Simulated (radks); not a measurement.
Results of a calculation; reference values are marked as such.
Correlation energies from several functionals, in hartree. Species: Rh4+ [Kr] 4d5; Sb23+ [Ar] 3d10. Level of theory: non-relativistic Kohn-Sham, PBE, spin-polarised, spherical densities, point nucleus (a radial shooting solver on a logarithmic mesh with Libxc functionals). Every spin shell is full or empty, so the densities are truly spherical. Functionals are evaluated on that one density, not self-consistently.

functional     Rh4+    Sb23+
PW92        -3.9656  -3.2285
PZ          -3.9569  -3.2343
Chachiyo    -3.9082  -3.2002
PBE         -2.1588  -1.5891
PBEsol      -2.4511  -1.8204
LYP         -2.0686  -1.5197
P86         -2.4459  -1.9257
PW91        -2.3433  -1.7690
AM05        -3.6891  -2.9996
TPSS        -2.1607  -1.5924
revTPSS     -2.1854  -1.6055
r2SCAN      -2.1573  -1.5765
